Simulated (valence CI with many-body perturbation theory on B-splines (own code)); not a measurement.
# Level structure of Xe30+

Calculated by relativistic CI+MBPT: six valence electrons over a frozen Dirac-Fock core [Ar], a basis of 7 s, 7 p, 8 d, 6 f, 4 g, 1 h functions for each j, with the one-electron correlation potential Σ1, the two-electron term Σ2, the three-electron term Σ3, Breit, model QED; selected CI, second order for the rest, scaled by the run's own slope (own B-spline code, finite nucleus).

The last digits are not significant, and no measured levels were compared; by estimate large intervals hold to a few tenths of a per cent, small ones and those within an open d or f shell to about a per cent. Core correlation moves these levels by up to 9300 cm⁻¹, and in measured spectra 5 to 20 % of such shifts remained as error; rates that hang on mixing are uncertain with them. Among the levels kept, up to 960 cm⁻¹ of a level comes from second order outside the variational space, and about a tenth of that is noise between levels of different J, which matters for small intervals. Only levels of the ground parity were solved; by the run's estimate the other parity begins above the list, which can be wrong where configurations are misplaced.

Levels 1 to 34 of 34, with energies above the lowest level, (3d3/2^4 3d5/2^2) J=4. "Leading %" is the weight of the configuration and term that name the level; weights of strongly mixed levels are sums over their largest components and can fall short. In the jj column 3d3/2^4 stands for four electrons in 3d with j = 3/2.

```
No.  Configuration  Term  J  E (cm⁻¹)  Leading %              Leading jj      g  Second component
  1            3d⁶    ⁵D  4         0         61  3d3/2^4 3d5/2^2 (79 %)  1.371       28 % 3d⁶ ³F
  2            3d⁶    ³P  2     37435         43  3d3/2^4 3d5/2^2 (82 %)  1.382       32 % 3d⁶ ⁵D
  3            3d⁶    ⁵D  3     81977         83  3d3/2^3 3d5/2^3 (85 %)  1.433       11 % 3d⁶ ³F
  4            3d⁶    ⁵D  0     88339         49  3d3/2^4 3d5/2^2 (54 %)              33 % 3d⁶ ³P
  5            3d⁶    ⁵D  1    103860         68  3d3/2^3 3d5/2^3 (86 %)  1.420       24 % 3d⁶ ³P
  6            3d⁶    ⁵D  4    115630         26  3d3/2^3 3d5/2^3 (77 %)  1.106       24 % 3d⁶ ³H
  7            3d⁶    ³G  5    150280         55  3d3/2^3 3d5/2^3 (99 %)  1.120       45 % 3d⁶ ³H
  8            3d⁶    ³H  6    150330         77  3d3/2^3 3d5/2^3 (97 %)  1.123       23 % 3d⁶ ¹I
  9            3d⁶    ³F  2    176620         49  3d3/2^3 3d5/2^3 (71 %)  0.937       29 % 3d⁶ ¹D
 10            3d⁶    ³F  3    180480         39  3d3/2^3 3d5/2^3 (88 %)  1.022       32 % 3d⁶ ³G
 11            3d⁶    ⁵D  2    198830         45  3d3/2^2 3d5/2^4 (72 %)  1.327       31 % 3d⁶ ³P
 12            3d⁶    ³G  4    231560         38  3d3/2^3 3d5/2^3 (57 %)  0.994       29 % 3d⁶ ³H
 13            3d⁶    ¹S  0    235570         49  3d3/2^2 3d5/2^4 (77 %)              42 % 3d⁶ ⁵D
 14            3d⁶    ³D  1    238010         63  3d3/2^3 3d5/2^3 (78 %)  0.865       28 % 3d⁶ ³P
 15            3d⁶    ³D  2    241440         53  3d3/2^3 3d5/2^3 (56 %)  1.186       28 % 3d⁶ ³P
 16            3d⁶    ³F  4    248710         41  3d3/2^2 3d5/2^4 (79 %)  1.101       24 % 3d⁶ ³H
 17            3d⁶    ³P  0    255330         91  3d3/2^3 3d5/2^3 (60 %)               9 % 3d⁶ ¹S
 18            3d⁶    ³H  5    264540         55  3d3/2^2 3d5/2^4 (99 %)  1.103       45 % 3d⁶ ³G
 19            3d⁶    ³D  3    265010         46  3d3/2^3 3d5/2^3 (66 %)  1.199       37 % 3d⁶ ³F
 20            3d⁶    ¹F  3    278030         55  3d3/2^2 3d5/2^4 (50 %)  1.082       29 % 3d⁶ ³F
 21            3d⁶    ¹I  6    287210         77  3d3/2^2 3d5/2^4 (97 %)  1.034       23 % 3d⁶ ³H
 22            3d⁶    ³G  3    292670         54  3d3/2^2 3d5/2^4 (84 %)  0.922       35 % 3d⁶ ³F
 23            3d⁶    ³P  1    325940         70  3d3/2^2 3d5/2^4 (70 %)  1.211       28 % 3d⁶ ³D
 24            3d⁶    ¹D  2    334750         44  3d3/2^2 3d5/2^4 (74 %)  1.050       28 % 3d⁶ ³P
 25            3d⁶    ¹G  4    334790         63  3d3/2^2 3d5/2^4 (68 %)  1.048       26 % 3d⁶ ³F
 26            3d⁶    ³P  1    368000         78    3d3/2 3d5/2^5 (71 %)  1.485       21 % 3d⁶ ⁵D
 27            3d⁶    ³F  2    389330         82  3d3/2^2 3d5/2^4 (89 %)  0.766        9 % 3d⁶ ³D
 28            3d⁶    ³F  4    393470         70  3d3/2^2 3d5/2^4 (66 %)  1.169       12 % 3d⁶ ³G
 29            3d⁶    ¹G  4    450770         69    3d3/2 3d5/2^5 (53 %)  1.027       17 % 3d⁶ ³F
 30            3d⁶    ³P  2    464970         60    3d3/2 3d5/2^5 (80 %)  1.311       19 % 3d⁶ ¹D
 31            3d⁶    ³F  3    470710         48    3d3/2 3d5/2^5 (87 %)  1.063       28 % 3d⁶ ¹F
 32            3d⁶    ³P  0    490700         55          3d5/2^6 (77 %)              37 % 3d⁶ ¹S
 33            3d⁶    ¹D  2    515660         93  3d3/2^2 3d5/2^4 (86 %)  1.002                  
 34            3d⁶    ¹S  0    646930         87  3d3/2^2 3d5/2^4 (74 %)              12 % 3d⁶ ³P
```

The ionisation energy to 3d⁵ ⁶S5/2 of the next ion comes out as 1826.8 eV (NIST: 1826 ± 4 eV (theoretical)). All 34 levels together are meant to be complete up to 672780 cm⁻¹.
